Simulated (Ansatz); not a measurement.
Basis-set extrapolation for C3H4OSi, SMILES `C=C1[SiH2]C1=O` (PBE0-D4/def2-TZVP geometry, frozen core, the Gaussian-basis code of Ansatz). Multiplicity 1, RHF reference.

```json
{"": "HF", "def2-TZVPP": "-479.697011", "def2-QZVPP": "-479.714057"}
{"": "MP2 correlation", "def2-TZVPP": "-0.811456", "def2-QZVPP": "-0.868074"}
{"": "CCSD(T) correlation", "def2-TZVPP": "-0.882564", "def2-QZVPP": "not run"}
```

Energies in hartree. Use E(X) = E(∞) + A·exp(−7.88·√X) for Hartree–Fock and E(X) = E(∞) + B·X^(−2.97) for correlation, with X = 3 and 4, and add CCSD(T) minus MP2 of the smaller set to the MP2 limit.

Question: What is the CCSD(T) energy at the basis-set limit?

Answer: HF limit: -479.714057 + (-0.017046) × 0.13774 = -479.71640. MP2 limit: -0.868074 + (-0.056618) × 0.74074 = -0.91001. Higher-order term: -0.882564 − (-0.811456) = -0.07111. Total: -480.69752 hartree, 3.21 eV below CCSD(T)/def2-TZVPP.
